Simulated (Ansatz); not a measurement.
Name a neutral molecule of Al, C, N, O and H with LUMO energy (PBE/def2-TZVPP) between -1.95 and -1.65 eV and size of the dipole moment (ωB97M-V/def2-TZVPP) between 1.30 and 1.60 D (Ansatz, PBE0-D4/def2-TZVP geometry).

`C=[N][Al]([NH2])[OH]` (-1.84 eV, 1.56 D). Other molecules can fit too; these were computed, each in one conformer that needn't be the lowest.
